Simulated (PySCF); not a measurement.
# Al⁺: excitation energy

Al⁺ [Ne] 3s2 (1S) → Al⁺ [Ne] 3s1 4s1 (3S), as a difference of total energies. Calculation: PySCF 2.14, in aug-cc-pwCVTZ (8s7p5d3f, 75 functions); the non-relativistic Hamiltonian (point nucleus). Correlated levels: valence: [Ne] frozen; valence and next inner shell: 1s2 frozen; nothing frozen. The calculations carry no spin-orbit coupling.

| method | excitation energy (cm⁻¹) |
| --- | --- |
| UHF | 82647 |
| LDA | 90157 |
| PBE | 89043 |
| PBE0 | 88733 |
| r2SCAN | 87918 |
| PBEsol | 88548 |
| TPSSh | 88863 |
| wB97M-V | 90722 |
| B97-3 | 91397 |
| MP2 (valence) | 88129 |
| SCS-MP2 (valence) | 89848 |
| MP2 (valence and next inner shell) | 89523 |
| SCS-MP2 (valence and next inner shell) | 90926 |
| MP2 (all electrons) | 89508 |
| SCS-MP2 (all electrons) | 90916 |

Errors of the correlated levels include the incompleteness of this basis and the frozen core.

For comparison: 91275 cm⁻¹ (measured; NIST levels).
